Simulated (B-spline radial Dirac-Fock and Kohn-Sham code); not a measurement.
Z = 36 (krypton), transition energy 1620 keV. Level of theory: a Dirac-Hartree-Slater potential of the neutral atom with a Latter tail (no hole, which puts coefficients of high multipoles low close above an edge), finite nucleus with surface currents; an atomic code on a B-spline grid. Subshells that would emit electrons below 1 keV are left out, and so is internal pair formation.

Q: A pure transition shows α(K) = 0.000469, L1/L2 = 26.8 and L1/L3 = 65.0. What is its multipolarity?
A. E2
B. E3
C. M1
D. M2
E. M3
F. E1
G. E4
H. M4

A: G. For comparison, α(K), L1/L2, L1/L3 are E1 8.18e-05, 165, 66.8; E2 0.000158, 81.6, 75.1; E3 0.000278, 43.9, 73.7; M1 0.000157, 108, 134; M2 0.000308, 68.8, 176; M3 0.000541, 48.0, 148; M4 0.000910, 35.5, 94.7.

Values without a named source are computed, but for edge energies of neutral atoms, which are taken from tables.
